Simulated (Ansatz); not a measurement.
Ideal-gas functions of C$_{2}$F$_{2}$N$_{2}$Sn, SMILES `N#[C][Sn]([F])([F])[C]#N` at 298.15 K and 1 bar, from an Ansatz frequency run at PBE0-D4/def2-TZVP.

Molar mass 208.74 g/mol, point group C2v (symmetry number 2), electronic degeneracy 1, moments of inertia 245.658, 363.332, 436.431 u Å². Harmonic wavenumbers (cm⁻¹, unscaled): 70, 96, 100, 142, 173, 260, 262, 295, 302, 442, 470, 672, 679, 2337, 2339.

Use S(trans) = R[1.5 ln M + 2.5 ln T − 1.1517]; rotational temperatures θ = 24.2544 K / I; S(rot) = R[ln(√π/σ · √(T³/θAθBθC)) + 1.5]; for each mode x = 1.438777 ν̃/T, S = R[x/(eˣ − 1) − ln(1 − e⁻ˣ)] and H = RT x/(eˣ − 1); 1 cm⁻¹ = 0.0119627 kJ/mol; R = 8.31446 J/(mol·K).

Problem. By hand: the entropy, in J/(mol·K).

Solution. Translation 175.5. Rotation: θ = 0.0987, 0.0668, 0.0556 K, giving 115.4. Vibration, mode by mode: 17.38, 14.79, 14.45, 11.62, 10.05, 6.95, 6.90, 6.05, 5.88, 3.43, 3.09, 1.43, 1.39, 0.00, 0.00, in all 103.4. Electronic 0.0. Sum 394.3 J/(mol·K).

Problem. By hand: H − E and G − E in kJ/mol, counted from the electronic energy.

Solution. Zero-point energy ½ × 8639 × 0.0119627 = 51.7; thermal vibration 16.0; translation, rotation and pV give 4 RT = 9.9. H − E = 77.6 kJ/mol, and G − E = 77.6 − 298.15 × 394.3/1000 = -40.0 kJ/mol.

Vibration gives 26 % of the entropy, 58.2 J/(mol·K) of it from the modes under 150 cm⁻¹: soft modes count most, and the harmonic formula is weakest for them.
